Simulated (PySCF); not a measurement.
## F2OSe: core ionisation energies

Species: F₂OSe.
Structure used (PBE0-D3(BJ)/def2-SVP), in Å, numbered top down from 1:
```
atom  x, y, z in Å
O1    -0.201    1.495   -0.211
Se2   -0.015    0.131    0.561
F3     1.365   -0.637   -0.191
F4    -1.128   -0.979   -0.204
```

Method: delta-SCF UKS SCAN, pcX-2 on the ionised atom, pcseg-1 elsewhere, spin-free X2C in PySCF. Each binding energy is the total energy of the core-ionised species, with the hole localised on one atom, minus that of the ground state; both are solved self-consistently, so orbital relaxation is included.

Q: List the computed XPS lines with their assignment.

A: 
| atom(s) | environment | level | binding energy (eV) | count |
| --- | --- | --- | --- | --- |
| F3/F4 | fluorine bonded to Se | F 1s | 692.82 | 2 |
| O1 | oxygen bonded to Se | O 1s | 539.01 | 1 |

Q: Which photon energy gives electrons from O 1s of O1 a kinetic energy of 200 eV, and what is their de Broglie wavelength?

A: hν = 539.01 + 200 = 739.01 eV, recoil neglected; λ = 12.264 Å/√(E/eV) = 0.87 Å.

Atoms equivalent by their bonding share one computed value, that of the first of them. No level of selenium is listed. Isolated species at its PBE0-D3(BJ)/def2-SVP geometry, gas phase.
